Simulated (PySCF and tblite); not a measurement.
Values are calculated unless marked as measured or tabulated.
C5H6OS, numbered as in [SH:1][CH2:2][c:3]1[cH:4][cH:5][cH:6][o:7]1.

Search: ETKDG, MMFF94s, GFN2-xTB, 90 starts; geometries at GFN2-xTB. Weights use PBE0-D3(BJ)/def2-SVP (IEF-PCM, chloroform) energies plus GFN2-xTB zero-point and thermal terms (modes under about 100 cm⁻¹ blended into free rotors). Symmetry numbers and mirror images are counted. Conformers within 3 kcal/mol (GFN2-xTB free energy) were kept, 10 at most. Codes: tblite and PySCF.

Torsions listed: H1–S1–C2–C3, S1–C2–C3–O7. Of a mirror pair one member is shown.

```csv
conformer,shape,symmetry
1,"180°, -96°",C1 (pair)
2,"-59°, 88°",C1 (pair)
3,"-58°, -93°",C1 (pair)
```

**Question.** Which of these conformers is the most populated at 298.15 K, and with what share?

**Answer.** Conformer 2, about 57 %. The lead over the next is within the error of the method.

**Question.** Give the DFT energies and free energies relative to the lowest, and all weights.

**Answer.** 
```csv
conformer,shape,E(DFT) kcal/mol,G(298.15 K) kcal/mol,weight %
1,"180°, -96°",1.22,0.89,12.7
2,"-59°, 88°",0.00,0.00,56.6
3,"-58°, -93°",0.38,0.36,30.7
```

**Question.** How does its share change from 200 K to 400 K?

**Answer.** From 67 % to 50 %; the mixing entropy goes from 2.95 to 3.40 cal/(mol K).
